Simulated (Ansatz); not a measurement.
`B[CH2][SnH3]` + H₂O → `[OH][SnH3]` + `BC` at 600 K and 1 bar (formal hydrolysis of the Sn–C bond).

Computed with Ansatz on PBE0-D4/def2-TZVP structures; ΔE is electronic, products minus reactants. CCSD(T)/CBS adds triple-zeta CCSD(T) − MP2 to the extrapolated MP2 energy (def2 sets, frozen cores). This one scheme is used for every species. def2 core potentials past Kr. For Sn outer-core shells are correlated without core-valence functions, which leaves a few kJ/mol of doubt a bond.

```csv
species,CCSD(T)/CBS energy (Eh),H − E (kJ/mol),S (J/(mol·K))
`B[CH2][SnH3]`,-281.04910,234.0,413.5
H₂O,-76.37941,76.8,212.8
`[OH][SnH3]`,-291.59405,126.1,344.5
`BC`,-65.83255,180.5,296.9
```

H − E and S are ideal-gas, rigid-rotor, harmonic terms from PBE0-D4/def2-TZVP. 1 Eh = 2625.50 kJ/mol, R = 8.31446 J/(mol·K).

Task: By hand: ΔE, ΔH, ΔS and ΔG.

Result: ΔE = (-291.59405) + (-65.83255) − (-281.04910) − (-76.37941) = 0.00191 Eh = 5.0 kJ/mol. Δ(H − E) = 126.1 + 180.5 − 234.0 − 76.8 = -4.2, so ΔH = 0.8 kJ/mol. ΔS = 344.5 + 296.9 − 413.5 − 212.8 = 15.1 J/(mol·K). ΔG = 0.8 − 600 × (15.1)/1000 = -8.3 kJ/mol.

Task: By hand: the equilibrium constant, and the temperature at which ΔG would vanish if ΔH and ΔS stayed fixed.

Result: log₁₀ K = −ΔG/(RT ln 10) = 0.7. ΔG = 0 at ΔH/ΔS = 53 K, though so small a ΔH makes that figure unsure.

TΔS isn't small against ΔH here. A doubt of 5 kJ/mol in ΔE shifts log₁₀ K by 0.4 here. Modes under 60 cm⁻¹, often nearly free rotors, make the harmonic entropy too high. These are equilibria of isolated gas molecules and say nothing of rates. Largest T1 diagnostic: 0.014 (customary marks: 0.02 for closed shells, 0.045 for open ones).
